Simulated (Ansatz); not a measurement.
Consider the hydrogenolysis of a C–O bond: `OC[SiH](F)S` + H₂ → `C[SiH](F)S` + H₂O.

Gas-phase electronic energies from Ansatz, PBE0-D4/def2-TZVP geometries. CBS: MP2 limit from def2 TZ/QZ plus the TZ coupled-cluster correction, frozen cores. This one scheme is used for every species. Functionals use def2-TZVPP. B3LYP here is the variant with VWN-RPA as its local correlation; programs differ in this. One conformer a species, not always the lowest.

`OC[SiH](F)S`:

```xyz
10

O    -0.728    1.494   -0.242
C     0.516    0.888    0.098
Si    0.302   -0.968    0.309
F    -0.685   -1.136    1.565
S    -0.552   -1.774   -1.448
H    -1.320    1.411    0.511
H     1.201    1.093   -0.729
H     0.956    1.344    0.996
H     1.541   -1.719    0.617
H    -1.231   -0.632   -1.676
```

H₂:

```xyz
2

H    -0.224    0.134    0.266
H     0.224   -0.134   -0.266
```

`C[SiH](F)S`:

Cartesian coordinates in Å:
```
C -0.281 -0.058 -1.125
Si 0.542 -0.341 0.509
F 1.928 0.462 0.495
S -0.664 0.267 2.149
H -1.213 -0.624 -1.186
H -0.512 1.001 -1.267
H 0.374 -0.375 -1.940
H 0.858 -1.762 0.778
H -1.031 1.430 1.585
```

H₂O:

```xyz
3

O    -0.134    0.293    0.219
H     0.090    0.317   -0.714
H     0.044   -0.609    0.494
```

| level | ΔE (kcal/mol) | difference from CCSD(T)/CBS |
| --- | --- | --- |
| PBE-D4 | -29.8 | 3.6 |
| r2SCAN-D4 | -31.2 | 2.2 |
| PBE0-D4 | -31.9 | 1.5 |
| B3LYP-D4 | -30.9 | 2.5 |
| ωB97X-V | -31.0 | 2.4 |
| ωB97M-V | -31.7 | 1.7 |
| B2PLYP | -32.7 | 0.7 |
| PBE | -30.8 | 2.6 |
| r2SCAN | -31.4 | 2.0 |
| PBE0 | -32.8 | 0.6 |
| B3LYP | -32.4 | 1.0 |
| HF/def2-TZVPP | -35.7 | -2.3 |
| MP2/def2-TZVPP | -33.5 | -0.1 |
| SCS-MP2/def2-TZVPP | -33.0 | 0.4 |
| CCSD/def2-TZVPP | -33.7 | -0.3 |
| CCSD(T)/def2-TZVPP | -32.7 | 0.7 |
| HF/def2-QZVPP | -35.9 | -2.5 |
| MP2/def2-QZVPP | -34.0 | -0.6 |
| SCS-MP2/def2-QZVPP | -33.5 | -0.1 |
| HF/CBS(def2) | -36.0 | -2.6 |
| MP2/CBS(def2) | -34.2 | -0.8 |
| CCSD/CBS(def2) | -34.4 | -1.0 |
| CCSD(T)/CBS | -33.4 | 0 |

Largest T1 diagnostic among the species: 0.012.

From PBE to PBE0 (25 % exact exchange), in def2-TZVPP and without D4, ΔE moves by −2.0 kcal/mol. In def2-TZVPP, CCSD(T) changes the Hartree–Fock value by +3.0 kcal/mol (the triples alone add +1.0 kcal/mol) and MP2 by +2.2 kcal/mol. The D4 term adds +1.5 kcal/mol with B3LYP and +0.8 kcal/mol with PBE0; it sums over pairs of atoms, weighted by their polarisabilities, and B3LYP, whose exchange is more repulsive, gets the larger term.
